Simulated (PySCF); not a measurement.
Ir²⁺ (iridium, charge +2): UHF calculation

Configuration: [Xe] 4f14 5d7, high-spin 4F determinant. Computed with PySCF 2.14 in def2-TZVP with the def2 core potential (60 electrons) (6s4p3d1f, 40 functions), with scalar relativity through the core potential.

```json
{
 "Total energy": "-102.584781 hartree",
 "One-electron energy": "-168.9618 hartree",
 "Hartree (Coulomb) energy": "75.7466 hartree",
 "Exchange energy": "-9.3696 hartree",
 "⟨S²⟩": "3.7536",
 "⟨L²⟩": "12.033",
 "Sum of ⟨r⟩": "20.43 bohr",
 "Sum of ⟨r²⟩": "32.53 bohr²",
 "Time after the integrals": "0.18 s of wall time on 1 thread of Neoverse-N1 (shared host)"
}
```

```tsv
shell	electrons	mean orbital energy (eV)	spread (eV)	rms radius, mean of both spins (bohr)
5s α	1	-135.70	0	1.06
5s β	1	-131.26	0	1.06
5p α	3	-87.193	0	1.23
5p β	3	-80.978	0	1.23
5d α	5	-31.270	1.011	1.74
5d β	2	-28.723	0	1.74
```

Energies and moments cover only the electrons outside the core potential. Spin-orbit coupling, absent here, splits the open shell strongly.
